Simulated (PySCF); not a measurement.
Compound: 1,1,1-trichloro-2,2,2-trifluoroethane, C₂Cl₃F₃.
Atom-mapped SMILES: `[F:1][C:2]([F:3])([F:4])[C:5]([Cl:6])([Cl:7])[Cl:8]`

The geometry is computed with GFN2-xTB (gas phase).

Task: Give the optimised bond lengths and angles.

Result: 
```tsv
bond	length (Å)	order
F1–C2, C2–F3, C2–F4	1.331	single
C2–C5	1.542	single
C5–Cl6, C5–Cl7, C5–Cl8	1.771	single
```

Bonds in one row agree within 0.01 Å and their mean is given. Orders are formal, as drawn. A selection of angles:
```tsv
angle	degrees
F1–C2–F3	107.5
F1–C2–C5	111.4
C2–C5–Cl6	108.5
C2–C5–Cl7	108.5
Cl6–C5–Cl7	110.4
```

Torsions: F1–C2–C5–Cl6 -60° (synclinal).

All 3 C–F bonds measure 1.331 Å. All 3 C–Cl bonds measure 1.771 Å.

Point group: C3v (every atom within 0.08 Å of its image). No GFN2-xTB frequencies stand behind this structure, so it isn't proved a minimum.
